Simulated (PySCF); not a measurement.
Molecule: SMILES Cl[Si](Cl)(Cl)Cl, Cl4Si.

Geometry:
| atom | x (Å) | y (Å) | z (Å) |
| --- | --- | --- | --- |
| Cl1 | -1.175 | -1.184 | -1.167 |
| Si2 | 0.003 | 0.001 | -0.007 |
| Cl3 | -0.741 | 1.894 | 0.005 |
| Cl4 | 0.035 | -0.727 | 1.892 |
| Cl5 | 1.894 | 0.021 | -0.758 |

Geometry PBE0-D3(BJ)/def2-SVP throughout; GIAO in PySCF 2.14.0 with density-fitted response routines, gas phase, one conformer, non-relativistic; equivalent atoms averaged; functional PBE0.

(1) How do the shifts δ (against HCl, TMS at the same level) depend on the basis set? (ppm; last column core-seconds on shared hosts with different chips, so compare them loosely)

(2) Which nucleus moves most, in ppm?

(3) Taking the largest basis, IGLO-III (220 functions), as the yardstick, rank the others by their worst heavy-atom deviation.

Results:

(1) 
```csv
basis set,functions,Cl1/Cl3/Cl4/Cl5,Si2,core-s
STO-3G,45,-45.9,16.2,2.2
6-31G,65,168.3,97.7,4.3
pcSseg-0,65,187.0,109.8,3.1
6-31G*,90,152.6,42.0,5.7
def2-SVP,90,171.4,27.9,4.5
cc-pVDZ,90,172.3,21.4,5.1
pcSseg-1,120,194.4,19.5,5.5
aug-cc-pVDZ,135,188.5,6.6,9.2
cc-pVTZ,170,185.4,8.7,13
"6-311+G(2d,p)",175,207.4,12.3,12
def2-TZVP,185,189.2,5.5,14
pcSseg-2,215,186.6,9.7,19
IGLO-III,220,199.1,3.6,16
```

(2) Cl1/Cl3/Cl4/Cl5 (chlorine bonded to Si): from -45.9 ppm with STO-3G to 207.4 ppm with 6-311+G(2d,p). The smallest spread is 106.1 ppm, at Si2.

(3) 6-311+G(2d,p) 8.6 ppm (175 functions), def2-TZVP 9.9 ppm (185 functions), aug-cc-pVDZ 10.6 ppm (135 functions), pcSseg-2 12.5 ppm (215 functions), cc-pVTZ 13.7 ppm (170 functions), pcSseg-1 15.9 ppm (120 functions), cc-pVDZ 26.8 ppm (90 functions), def2-SVP 27.7 ppm (90 functions), 6-31G* 46.6 ppm (90 functions), 6-31G 94.1 ppm (65 functions), pcSseg-0 106.1 ppm (65 functions), STO-3G 245.1 ppm (45 functions).

A small basis that lands close on one nucleus may do so by chance; judge by the trend and by all nuclei.
